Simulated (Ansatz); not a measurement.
Ansatz (a first-principles code) input (SVWN5/6-31G* with LANL2DZ past Ar): The .json file joins the Basis Set Exchange's 6-31G* for atoms up to Ar and LANL2DZ past it.

Ansatz 0.2 input:
```yaml
crystal:
  periodic: [false, false, false]
  atoms:
    - {symbol: Sb, position_ang: [0.00257964, -0.00328867, 0.34540711]}
    - {symbol: F, position_ang: [-1.31061602, -0.95160558, -0.65180333]}
    - {symbol: F, position_ang: [-0.18142934, 1.61584890, -0.63579149]}
    - {symbol: F, position_ang: [1.47742737, -0.64560754, -0.66971215]}
basis:
  gaussian:
    orbitals: 6-31Gs+LANL2DZ.json
hamiltonian:
  xc: {name: SVWN5}
output: {forces: true}
```

Output:

```
Functional definition: SVWN5
integrals: 0.01 GiB planned
533 factors; their error is unknown
mean field: 0.09 GiB planned
mean field evaluation 1: about -8241.4110 eV, gradient 5.9e1 eV
mean field evaluation 2: about -8212.0079 eV, gradient 1.4e2 eV
mean field evaluation 4: about -8247.2004 eV, gradient 1.8e0 eV
mean field evaluation 8: about -8247.2115 eV, gradient 1.5e-2 eV
mean field evaluation 16: about -8247.1875 eV, gradient 2.2e-5 eV
mean field -8247.18750439 eV, -303.0785506418 hartree, gradient 2.1e-5 eV, S^2 0.000000; 0 other end points of the search recorded, 0 dependent functions left out
the calculation of the forces begins
reference -8247.18753159 eV, -303.0785516416 hartree; 16, 16 occupied and 37, 37 virtual orbitals, 533 factors
Total energy: -8247.18753159 eV, -303.0785516416 hartree
Atom 0 at     0.002580    -0.003289     0.345407 Å, force    -0.005468     0.008592    -0.840245 eV/Å
Atom 1 at    -1.310616    -0.951606    -0.651803 Å, force     0.374887     0.270801     0.279490 eV/Å
Atom 2 at    -0.181429     1.615849    -0.635791 Å, force     0.052394    -0.462930     0.275530 eV/Å
Atom 3 at     1.477427    -0.645608    -0.669712 Å, force    -0.421812     0.183537     0.285226 eV/Å
Dipole moment:     0.005309    -0.006768     0.710843 e Å
```

The geometry given is a B3LYP-D3(BJ)/def2-TZVP minimum.
